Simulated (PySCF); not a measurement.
## XPS shifts beside NMR shieldings

Compound: C7H12N2.
Atom-mapped SMILES: `[CH3:1][C:2]([CH3:3])([CH3:4])[c:5]1[cH:6][n:7][nH:8][cH:9]1`

Binding energies: delta-SCF UKS SCAN, pcX-2 on the ionised atom, pcseg-1 elsewhere, spin-free X2C (PySCF 2.14.0). Shieldings: GIAO PBE0/pcSseg-1, non-relativistic, same geometry.

```csv
atom,C 1s (eV)
C1,290.34
C2,290.77
C5,289.98
C6,290.50
C9,290.94
```

What are the absolute isotropic shieldings of these atoms?

| atom | environment | C 1s (eV) | isotropic shielding (ppm) |
| --- | --- | --- | --- |
| C5 | substituted aromatic carbon | 289.98 | 47.3 |
| C1 | methyl carbon | 290.34 | 154.1 |
| C6 | aromatic CH next to a ring nitrogen | 290.50 | 45.0 |
| C2 | benzylic-type carbon | 290.77 | 154.4 |
| C9 | aromatic CH next to a ring nitrogen | 290.94 | 56.9 |

Among the listed atoms, is the one with the highest binding energy also the least shielded?

No. The highest binding energy is at C9 (290.94 eV, shielding 56.9 ppm), the lowest shielding at C6 (45.0 ppm, 290.50 eV).

By binding energy: C5 < C1 < C6 < C2 < C9. By shielding: C6 < C5 < C9 < C1 ≈ C2.

Of atoms equivalent by bonding only the ionised one is listed; its partners' own values can differ in this conformer. Geometry: PBE0-D3(BJ)/def2-SVP; no solvent, vibrations or thermal averaging.

Shape of the structure used: `[CH3:1][C:2]([CH3:3])([CH3:4])[c:5]1[cH:6][n:7][nH:8][cH:9]1`: C1–C2–C5–C6 -1°.
